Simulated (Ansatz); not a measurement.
```xyz
13

C     0.509    2.021   -0.975
C     0.076    1.309    0.066
B     0.182   -0.243    0.142
N     1.339   -0.881   -0.297
Si   -1.317   -1.390    0.869
F    -2.743   -0.919    0.284
H     0.988    1.547   -1.829
H     0.379    3.097   -1.040
H    -0.442    1.849    0.857
H     2.153   -0.370   -0.603
H     1.450   -1.879   -0.340
H    -1.420   -1.309    2.355
H    -1.155   -2.831    0.511
```

The species carries charge 0 and has multiplicity 1.

List the r2SCAN/def2-TZVPP orbital energies in eV (the Gaussian-basis code of Ansatz). (An estimate is asked.)

Ansatz gave: Occupied: -1791.25, -665.57, -385.77, -273.25, -272.78, -180.13, -141.64, -96.56, -96.48, -96.44, -30.64, -23.15, -19.89, -15.18, -13.99, -13.47, -12.98, -11.47, -10.88, -10.79, -10.56, -10.14, -8.54, -8.26, -7.92, -7.19, -6.59. Lowest empty: -1.98, -0.24, 0.14, 1.05, 1.60, 2.09, 2.24, 2.65.
